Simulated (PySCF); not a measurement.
Energy landscape of F₂S, singlet: symmetric bend, bond length relaxed. Scanned: F-S-F angle. Other coordinates (S-F bond length) were minimised at B3LYP/def2-TZVP.

The free coordinates were minimised at B3LYP/def2-TZVP in PySCF; the energy column is PySCF 2.14.0 with MP2 on RHF/cc-pVTZ, 7 core orbitals frozen, in kJ/mol.

| a / ° | S-F bond length / Å | E |
|---|---|---|
| 180 | 1.683 | 0.0 |
| 170 | 1.681 | 11.3 |
| 160 | 1.671 | 46.0 |
| 150 | 1.658 | 105.5 |
| 140 | 1.643 | 190.2 |
| 130 | 1.629 | 297.9 |
| 120 | 1.616 | 421.7 |
| 110 | 1.608 | 549.5 |
| 100 | 1.605 | 668.3 |
| 90 | 1.611 | 766.6 |
| 80 | 1.633 | 840.3 |
